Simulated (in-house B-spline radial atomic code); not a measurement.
## Binding energies in the zirconium ion Zr⁴⁺

NIST's tabulated ground configuration is [Ar] 3d10 4s2 4p6; each binding energy is the energy of the ion with one electron taken from that subshell, relaxed, less that of the parent. Computed with an all-electron radial atomic-structure program (B-spline basis): Dirac-Hartree-Fock, average of configuration, Fermi nucleus of rms radius 4.2694 fm. Energies include first-order Breit, QED and recoil terms.

```
subshell  X-ray name  binding energy (eV)  -ε (eV)  relaxation (eV)
      1s           K              18052.8  18152.7             53.5
      2s          L1                 2594   2624.0             25.7
   2p1/2          L2               2364.3   2396.9             28.5
   2p3/2          L3               2279.8   2310.5             27.8
      3s          M1                489.1    497.0              7.3
   3p1/2          M2                  403    411.0              7.5
   3p3/2          M3                389.1    396.7              7.2
   3d3/2          M4                237.3    245.4              8.1
   3d5/2          M5                234.9    242.8              7.9
      4s          N1                108.1    109.1              0.8
   4p1/2          N2                81.14    81.98             0.78
   4p3/2          N3                 79.2    79.96             0.74
```

Relaxation = -ε minus the binding energy without Breit, QED and recoil terms.

Emission lines follow as differences of binding energies, with λ = 12398.42 eV·Å / E:

```csv
line,holes,energy (eV),wavelength (Å)
K-L3,1s → 2p3/2,15773.0,0.78605
K-L2,1s → 2p1/2,15688.5,0.79029
K-M3,1s → 3p3/2,17663.7,0.70192
L3-M5,2p3/2 → 3d5/2,2044.9,6.0631
L2-M4,2p1/2 → 3d3/2,2127.0,5.8291
L1-M3,2s → 3p3/2,2204.9,5.6231
L3-M1,2p3/2 → 3s,1790.7,6.9238
```

Q: What screening constant σ does Moseley's law, E = (3/4)·13.6057 eV·(Z - σ)², need for K-L3?

A: σ = 0.68.

Q: What does it cost to remove both a 1s and a 3p1/2 electron?

A: 18508 eV, which is 52.72 eV more than the two single binding energies together.

Q: What does it cost to remove both a 3p1/2 and a 3d3/2 electron?

A: 674.95 eV, which is 34.68 eV more than the two single binding energies together.

Q: What does it cost to remove both a 3p3/2 and a 4p1/2 electron?

A: 490.92 eV, which is 20.66 eV more than the two single binding energies together.
